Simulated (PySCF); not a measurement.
## Computed properties of GaHFBr, SMILES [F][GaH][Br]

GaHFBr, SMILES [F][GaH][Br]. The structure is a stationary point at r2SCAN-D4/def2-TZVP. One conformer was computed; it need not be the lowest. All values are computed for the isolated molecule unless a solvent is named; none is compared with measurement here.

**Structure.** The optimised structure has Cs symmetry. All 6 harmonic modes at r2SCAN-D4/def2-TZVP (PySCF) are real, so it is a minimum. With heavy atoms numbered as in [GaH:1]([F:3])[Br:4], the shortest bond between them is Ga1–F3 at 1.745 Å and the longest Ga1–Br4 at 2.263 Å.

**Vibrations.** The strongest infrared lines (harmonic, unscaled, degenerate partners summed) lie at 580 cm⁻¹ (122 km/mol, H 93 %), 2070 cm⁻¹ (78 km/mol, H 99 %), 695 cm⁻¹ (63 km/mol, F 77 %, Ga 19 %). The softest mode is at 152 cm⁻¹ and the zero-point energy is 6.1 kcal/mol.

**Electronic structure.** B3LYP/def2-TZVPD (PySCF) places the frontier levels at -8.54 and -1.96 eV, a gap of 6.58 eV, and gives a dipole moment of 2.08 D and a mean polarisability of 49.9 bohr³.

**Excitations.** TDDFT-PBE0/def2-SVPD (PySCF) has S1 at 5.74 eV (216 nm, f = 0.001, dark); the most intense of the 10 singlets computed lies at 8.30 eV (f = 0.23). T1 (TDA) is at 5.59 eV. No vertical singlet excitation falls in the visible range (under 3.1 eV).

**NMR.** GIAO shifts at PBE0/pcSseg-2 (PySCF) (non-relativistic, atoms alike by connectivity averaged): ¹H at 6.3 ppm against TMS; ¹⁹F at -121.5 ppm against CFCl3. Without spin–orbit terms, shifts of atoms bonded to Cl or Br come out too high.
